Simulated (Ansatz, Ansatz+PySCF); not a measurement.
```xyz
4

C     0.1702    0.1478   -0.4717
O    -0.2191   -0.1903    0.6075
H     0.4726    1.2017   -0.6995
H     0.2595   -0.5659   -1.3301
```

Basis set: def2-SVP (spherical functions). Correlated methods keep 2 orbitals frozen. Charge 0, multiplicity 3.

Computed with Ansatz (development build ahead of 0.2.0); each method stands on the lowest determinant of its kind that the runs found.

Question: Give the atomization energy at this shape (free ground-state atoms in the same class of orbitals less the molecule, no zero-point energy) of triplet CH₂O by UHF-CCSD(T), UHF-MP2, UHF.

Answer:

```csv
method,atomization energy
UHF-CCSD(T),11.70 eV
UHF-MP2,11.68 eV
UHF,8.61 eV
```

Caution: another spin multiplicity may lie lower.
